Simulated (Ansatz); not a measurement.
Program: Ansatz. Geometries: PBE0-D4/def2-TZVP. ΔE: electronic, gas phase. CCSD(T)/CBS is the MP2 limit (def2-TZVPP, def2-QZVPP) plus CCSD(T) − MP2 in def2-TZVPP, frozen cores. This one scheme is used for every species. DFT in def2-TZVPP. B3LYP here is the variant with VWN-RPA as its local correlation; programs differ in this. Each species was taken in one conformer, which may not be the lowest.

Reaction (substitution at a C–C bond): `C=CC(O)=S` + `N[SiH2]S` → `C=CS[SiH2]N` + `OC=S`

`C=CC(O)=S`:

Cartesian coordinates in Å:
```
C 0.308 0.280 1.544
C 0.241 0.553 0.246
C -0.248 -0.394 -0.756
O -0.201 0.148 -1.974
S -0.790 -1.912 -0.495
H -0.009 -0.687 1.920
H 0.677 1.013 2.251
H 0.555 1.517 -0.144
H -0.534 -0.519 -2.592
```

`N[SiH2]S`:

```xyz
8

N    -1.153    0.688    0.492
Si   -0.051   -0.416   -0.196
S     1.985    0.134    0.226
H    -1.603    0.479    1.367
H    -1.092    1.679    0.326
H    -0.156   -0.468   -1.676
H    -0.392   -1.737    0.388
H     2.463   -0.360   -0.928
```

`C=CS[SiH2]N`:

```xyz
12

C     1.442   -0.568    2.078
C     0.500   -0.754    1.162
S     0.843   -1.130   -0.521
Si   -0.841   -0.170   -1.444
N    -0.883    1.539   -1.481
H     1.172   -0.404    3.115
H     2.496   -0.586    1.828
H    -0.551   -0.737    1.438
H    -2.049   -0.598   -0.694
H    -0.794   -0.684   -2.832
H    -1.150    2.045   -0.651
H    -0.184    2.048   -1.999
```

`OC=S`:

```xyz
5

O     0.771   -0.647   -0.024
C    -0.237    0.214   -0.144
S    -0.758    0.791   -1.549
H     0.915   -0.860    0.907
H    -0.691    0.502    0.809
```

Q: Is it downhill or uphill in electronic energy at CCSD(T)/CBS, and by how much? (Estimate.)

A: Computed: Uphill: ΔE = +57.7 kJ/mol.

Q: What do these levels give: PBE-D4, B3LYP-D4, PBE, r2SCAN, MP2/def2-QZVPP, CCSD/CBS(def2)? (An estimate is asked.)

A: Ansatz gave: PBE-D4 52.4, B3LYP-D4 56.4, PBE 52.8, r2SCAN 59.8, MP2/def2-QZVPP 56.5, CCSD/CBS(def2) 58.9 kJ/mol.

Largest T1 diagnostic among the species: 0.018.

In def2-TZVPP, CCSD(T) changes the Hartree–Fock value by −10.5 kJ/mol (the triples alone add −1.2 kJ/mol) and MP2 by −11.5 kJ/mol. From PBE to PBE0 (25 % exact exchange), in def2-TZVPP and without D4, ΔE moves by +5.6 kJ/mol.
